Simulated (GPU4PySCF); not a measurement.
A structure optimised at PBE-D3(BJ)/def2-SVP, used in a GPU4PySCF frequency run:

```xyz
36

C      0.1963    -6.9173     0.0000
C     -1.2018    -6.6491     0.0000
C     -1.6623    -5.3431     0.0000
C     -0.7520    -4.2415     0.0000
C     -1.2017    -2.8965     0.0000
C     -0.2924    -1.8356     0.0000
C      1.1244    -2.1277     0.0000
C      1.5937    -3.4314     0.0000
C      0.6714    -4.5162     0.0000
C      1.1091    -5.8746     0.0000
Se     2.1888    -0.5427     0.0000
C      0.5519     0.4199     0.0000
C      0.2924     1.8356     0.0000
C      1.2017     2.8965     0.0000
C      0.7520     4.2415     0.0000
C      1.6623     5.3431     0.0000
C      1.2018     6.6491     0.0000
C     -0.1963     6.9173     0.0000
C     -1.1091     5.8746     0.0000
C     -0.6714     4.5162     0.0000
C     -1.5937     3.4314     0.0000
C     -1.1244     2.1277     0.0000
Se    -2.1888     0.5427     0.0000
C     -0.5519    -0.4199     0.0000
H      0.5510    -7.9590     0.0000
H     -1.9168    -7.4856     0.0000
H     -2.7431    -5.1319     0.0000
H     -2.2842    -2.6926     0.0000
H      2.6728    -3.6489     0.0000
H      2.1910    -6.0800     0.0000
H      2.2842     2.6926     0.0000
H      2.7431     5.1319     0.0000
H      1.9168     7.4856     0.0000
H     -0.5510     7.9590     0.0000
H     -2.1910     6.0800     0.0000
H     -2.6728     3.6489     0.0000
```
Charge 0, spin multiplicity 1.

### Question
Write its SMILES, formula and point group.

### Answer
c1ccc2cc3c(cc2c1)[se]c1c2cc4ccccc4cc2[se]c31, C₂₂H₁₂Se₂, C2h

### Question
What are its rotational constants (standard atomic weights)?

### Answer
0.45714, 0.087386, 0.073362 GHz
